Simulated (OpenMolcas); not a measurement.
## Co5+: effect of the basis set

- Program: OpenMolcas
- Method: MS-CASPT2, IPEA 0.25 Eh, imaginary shift 0.1 Eh (closed shells correlated: 3s 3p)
- Active space: 4 electrons in 10 orbitals (3d 4d)
- State averaging: 2S+1 = 5 even, 5 roots; 2S+1 = 3 even, 45 roots; 2S+1 = 1 even, 44 roots
- Spin-orbit coupling: state interaction with AMFI integrals over the reference wave functions, term energies averaged over their components

A. ANO-RCC-VTZP [6s5p3d2f1g], DKH2, point nucleus; CASPT2 step roughly 19 core-minutes
B. ANO-R2 [7s5p4d2f1g], X2C, finite nucleus; CASPT2 step roughly 40 core-minutes
C. ANO-RCC-VQZP [7s6p4d3f2g1h], DKH2, point nucleus; CASPT2 step roughly 11 core-minutes

Energies in cm⁻¹ above 3d⁴ ⁵D₀, the measured ground level; measured values from Sugar and Corliss, J. Phys. Chem. Ref. Data 10, 1097 (1981).

```
     Level      A      B      C  Measured
   3d⁴ ⁵D₀    0.0    0.0    0.0       0.0
   3d⁴ ⁵D₁    222    209    212       204
   3d⁴ ⁵D₂    646    609    619       589
   3d⁴ ⁵D₃   1246   1177   1194      1125
   3d⁴ ⁵D₄   1996   1887   1914      1782
3d⁴ ³P₀(1)  28570  27900  27670     27166
   3d⁴ ³H₄  29710  29140  28770     28377
3d⁴ ³P₁(1)  29900  29150  28940     28462
   3d⁴ ³H₅  30220  29630  29260     28806
   3d⁴ ³H₆  30770  30150  29790     29234
3d⁴ ³P₂(1)  32070  31220  31030     30506
3d⁴ ³F₂(1)  32120  31370  31130     30555
3d⁴ ³F₃(1)  32220  31480  31240     30635
3d⁴ ³F₄(1)  32460  31710  31470     30817
   3d⁴ ³G₃  35690  34960  34680     34026
   3d⁴ ³G₄  36250  35490  35210     34475
   3d⁴ ³G₅  36690  35930  35650     34855
   3d⁴ ³D₃  43830  42920  42700     41676
   3d⁴ ³D₂  44010  43090  42870     41856
   3d⁴ ³D₁  44190  43260  43040     42098
3d⁴ ¹G₄(1)  44690  43670  43220     41926
   3d⁴ ¹I₆  45240  44350  43740     42800
   3d⁴ ¹S₀  48230  46970  46660     45372
   3d⁴ ¹D₂  55950  54730  54400     52740
```

Deviations, from unrounded energies. A percentage is the sum of absolute deviations over the sum of measured energies, with the sign that they share, or ± where signs differ.

```json
{"Against measurement": "mean absolute deviation (cm-1)", "Levels": "23", "A": "1600", "B": "910", "C": "670"}
{"Against measurement": "fine structure of the ground term (%)", "Levels": "4", "A": "+11.1", "B": "+4.9", "C": "+6.5"}
{"Against measurement": "other terms of the ground configuration (%)", "Levels": "19", "A": "+5.4", "B": "+3.1", "C": "+2.2"}
```

C lies closest to measurement on these levels and A furthest from it. The largest miss of C in the table is 3d⁴ ¹D₂, by +1700 cm-1. The ranking rests on the paired levels alone, and a cruder setting can come out closer through cancelling errors.

The two smallest mean deviations differ by little beside CASPT2's spread within terms, so their order carries little weight.

Among A to C the level of the table that moves most is 3d⁴ ¹S₀, by 1600 cm-1 (lowest in C, highest in A). Moves below CASPT2's spread within the term are not significant.

CASPT2 does not keep the components of a term degenerate, so their means are used; among the terms shown or strongly mixed into the levels shown the widest spread is 1000 cm-1 (3d⁴ ¹I, C). Active for correlation alone: 4d; no level in the range computed is led by a configuration that fills it, so any true level of that kind is missing. The CASPT2 spread within a term exceeds the gap to the next term for 3d⁴ ¹G(1) and 3d⁴ ¹I, so the order of their levels is uncertain (figures for B; the like holds for C). Computed and measured levels are paired by configuration, term and J; levels that our copy of the source lacks, or whose pairing is in doubt (as where it misses far off the trend of its configuration), stay unpaired and out of the deviations. Only configurations of the active space appear. Levels that lie high or do not pair safely by name in every column are left out.

A number in round brackets counts repeated terms of one configuration in the order of the reference energies.
